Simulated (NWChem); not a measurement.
The numbers come from NWChem runs, not from measurements. System: H₂ClGa, charge 1, spin multiplicity 2, at the geometry of a parent with another charge or spin, in a state set for the comparison that need not be this species' ground state. Its SCF solution wasn't tested for a lower state. Level: UPBE0/def2-SVPD.

Input file:

```
start mol
memory heap 200 mb stack 900 mb global 1100 mb
charge 1
geometry units angstroms nocenter noautoz
  Ga     0.000000     0.000000     0.712028
  H     -1.423748     0.000000     1.374057
  H      1.423748     0.000000     1.374057
  Cl     0.000000     0.000000    -1.460058
  symmetry group C2v
end
basis spherical
  * library def2-svpd
end
dft
  xc pbe0
  odft
  mult 2
  semidirect memsize 60000000 filesize 0
  iterations 100
end
task dft energy
```

Output (cleaned and shortened):

```
             Northwest Computational Chemistry Package (NWChem) 7.3.0
             --------------------------------------------------------

                                NWChem Input Module
                                -------------------

 Scaling coordinates for geometry "geometry" by  1.889725989
 (inverse scale =  0.529177249)

 Turning off AUTOSYM since
 SYMMETRY directive was detected!

                             Geometry "geometry" -> ""
                             -------------------------

 Output coordinates in angstroms (scale by  1.889725989 to convert to a.u.)

  No.       Tag          Charge          X              Y              Z
 ---- ---------------- ---------- -------------- -------------- --------------
    1 Ga                  31.0000     0.00000000     0.00000000     0.71202800
    2 H                    1.0000    -1.42374800     0.00000000     1.37405700
    3 H                    1.0000     1.42374800     0.00000000     1.37405700
    4 Cl                  17.0000     0.00000000     0.00000000    -1.46005800

 Effective nuclear repulsion energy (a.u.)     155.1452634603

            Nuclear Dipole moment (a.u.)
            ----------------------------
        X                 Y               Z
 ---------------- ---------------- ----------------
     0.0000000000     0.0000000000    -0.0000075589

      Symmetry information
      --------------------

 Group name             C2v
 Group number             16
 Group order               4
 No. of unique centers     3

      Symmetry unique atoms

     1    2    4


 Summary of "ao basis" -> "" (spherical)
 ------------------------------------------------------------------------------
       Tag                 Description            Shells   Functions and Types
 ---------------- ------------------------------  ------  ---------------------
 *                         def2-svpd                  on all atoms

                                 NWChem DFT Module
                                 -----------------

 Summary of "ao basis" -> "ao basis" (spherical)
 ------------------------------------------------------------------------------
       Tag                 Description            Shells   Functions and Types
 ---------------- ------------------------------  ------  ---------------------
 Ga                        def2-svpd                14       38   6s4p4d
 H                         def2-svpd                 4        8   2s2p
 Cl                        def2-svpd                11       27   5s4p2d

 Summary of "ao basis" -> "ao basis" (spherical)
 ------------------------------------------------------------------------------
       Tag                 Description            Shells   Functions and Types
 ---------------- ------------------------------  ------  ---------------------
 Ga                        def2-svpd                14       38   6s4p4d
 H                         def2-svpd                 4        8   2s2p
 Cl                        def2-svpd                11       27   5s4p2d

      Symmetry analysis of basis
      --------------------------

        a1         37
        a2          8
        b1         20
        b2         16

            General Information
            -------------------
          SCF calculation type: DFT
          Wavefunction type:  spin polarized.
          No. of atoms     :     4
          No. of electrons :    49
           Alpha electrons :    25
            Beta electrons :    24
          Charge           :     1
[...]
  ----- ------------  ---------------      ----- ------------  ---------------
    67      0.601304  4 Cl py                64      0.489340  4 Cl py
    61      0.277727  4 Cl py                14      0.091453  1 Ga py
    70      0.051310  4 Cl py                20      0.050270  1 Ga d -1
    11     -0.048262  1 Ga py                78      0.039372  4 Cl d -1
    30     -0.025666  1 Ga d -1

 Vector   24  Occ=1.000000D+00  E=-5.822424D-01  Symmetry=b1
              MO Center= -7.8D-16,  6.8D-17, -2.6D-02, r^2= 3.3D+00
   Bfn.  Coefficient  Atom+Function         Bfn.  Coefficient  Atom+Function
  ----- ------------  ---------------      ----- ------------  ---------------
    66      0.389132  4 Cl px                63      0.308785  4 Cl px
    13      0.288732  1 Ga px                39     -0.223720  2 H  s
    47      0.223720  3 H  s                 60      0.178501  4 Cl px
    10     -0.161409  1 Ga px                40     -0.146857  2 H  s
    48      0.146857  3 H  s                  7      0.052701  1 Ga px

 Vector   25  Occ=0.000000D+00  E=-4.841332D-01  Symmetry=b1
              MO Center=  2.8D-15,  1.5D-16, -2.0D-01, r^2= 3.6D+00
   Bfn.  Coefficient  Atom+Function         Bfn.  Coefficient  Atom+Function
  ----- ------------  ---------------      ----- ------------  ---------------
    66      0.475001  4 Cl px                63      0.369769  4 Cl px
    39      0.240123  2 H  s                 47     -0.240123  3 H  s
    13     -0.215858  1 Ga px                60      0.211346  4 Cl px
    40      0.139911  2 H  s                 48     -0.139911  3 H  s
    10      0.117131  1 Ga px                22     -0.102696  1 Ga d  1

 Vector   26  Occ=0.000000D+00  E=-2.864472D-01  Symmetry=b2
              MO Center=  1.6D-14, -2.4D-12,  6.7D-01, r^2= 3.2D+00
   Bfn.  Coefficient  Atom+Function         Bfn.  Coefficient  Atom+Function
  ----- ------------  ---------------      ----- ------------  ---------------
    14      0.550060  1 Ga py                17      0.507596  1 Ga py
    11     -0.253014  1 Ga py                67     -0.186835  4 Cl py
    64     -0.137529  4 Cl py                 8      0.081360  1 Ga py
    61     -0.073329  4 Cl py                78      0.058115  4 Cl d -1
    45      0.054635  2 H  py                53      0.054635  3 H  py

 Vector   27  Occ=0.000000D+00  E=-2.258443D-01  Symmetry=a1
              MO Center=  3.6D-14, -1.6D-13,  3.9D-01, r^2= 4.3D+00
   Bfn.  Coefficient  Atom+Function         Bfn.  Coefficient  Atom+Function
  ----- ------------  ---------------      ----- ------------  ---------------
     4      0.749866  1 Ga s                  5      0.686324  1 Ga s
    68     -0.390133  4 Cl pz                40     -0.359262  2 H  s
    48     -0.359262  3 H  s                 58     -0.344037  4 Cl s
     3     -0.324261  1 Ga s                 18     -0.296376  1 Ga pz
    15     -0.261185  1 Ga pz                 6     -0.244731  1 Ga s

   alpha - beta orbital overlaps
   -----------------------------

   alpha      1      2      3      4      5      6      7      8      9     10
    beta      1      2      3      4      5      6      7      9      8     10
 overlap   1.000  1.000  1.000  1.000  1.000  1.000  1.000  1.000  1.000  1.000

   alpha     11     12     13     14     15     16     17     18     19     20
    beta     11     12     13     14     15     17     16     19     18     20
 overlap   1.000  1.000  1.000  1.000  0.984  0.992  1.000  1.000  1.000  0.990

   alpha     21     22     23     24     25     26     27     28     29     30
    beta     21     24     22     23     25     26     27     28     29     30
 overlap   0.992  0.961  0.992  1.000  0.962  1.000  0.986  0.986  0.997  0.997

   alpha     31     32     33     34     35     36     37     38     39     40
    beta     31     32     33     34     35     36     37     38     39     40
 overlap   1.000  0.998  0.994  0.999  0.991  0.999  0.991  0.999  0.997  1.000

   alpha     41     42     43     44     45     46     47     48     49     50
    beta     41     42     43     44     45     46     47     48     50     49
 overlap   0.998  0.781  0.780  0.999  1.000  0.999  0.994  0.989  0.990  0.993

   alpha     51     52     53     54     55     56     57     58     59     60
    beta     51     52     53     54     55     56     57     58     59     60
 overlap   0.998  0.999  0.998  1.000  1.000  0.999  0.999  1.000  1.000  0.998

   alpha     61     62     63     64     65     66     67     68     69     70
    beta     61     62     63     64     66     65     67     69     68     70
 overlap   0.995  0.999  1.000  0.993  1.000  1.000  1.000  1.000  0.997  1.000

   alpha     71     72     73     74     75     76     77     78     79     80
    beta     71     72     73     74     75     76     77     78     79     80
 overlap   1.000  1.000  0.999  1.000  0.999  0.999  1.000  1.000  1.000  1.000

   alpha     81
    beta     81
 overlap   1.000

     --------------------------
     Expectation value of S2:
     --------------------------
      <S2> =      0.7604 (Exact =     0.7500)

 center of mass
 --------------
 x =   0.00000000 y =   0.00000000 z =   0.01409748

 moments of inertia (a.u.)
 ------------------
         404.563948360576           0.000000000000           0.000000000000
           0.000000000000         419.154746477480           0.000000000000
           0.000000000000           0.000000000000          14.590798116905

     Multipole analysis of the density
     ---------------------------------

     L   x y z        total         alpha         beta         nuclear
     -   - - -        -----         -----         ----         -------
     0   0 0 0      1.000000    -25.000000    -24.000000     50.000000

     1   1 0 0     -0.000000     -0.000000     -0.000000      0.000000
     1   0 1 0     -0.000000     -0.000000     -0.000000      0.000000
     1   0 0 1      0.755322      0.543023      0.212306     -0.000008

     2   2 0 0    -17.832498    -18.581827    -13.728182     14.477512
     2   1 1 0     -0.000000     -0.000000      0.000000      0.000000
     2   1 0 1      0.000000      0.000000     -0.000000      0.000000
     2   0 2 0    -18.662978     -9.602589     -9.060389      0.000000
     2   0 1 1      0.000000      0.000000      0.000000      0.000000
     2   0 0 2    -14.301796   -110.681760   -102.644894    199.024858

 Task  times  cpu:        2.8s     wall:        2.8s

 Total times  cpu:        2.8s     wall:        2.8s
```
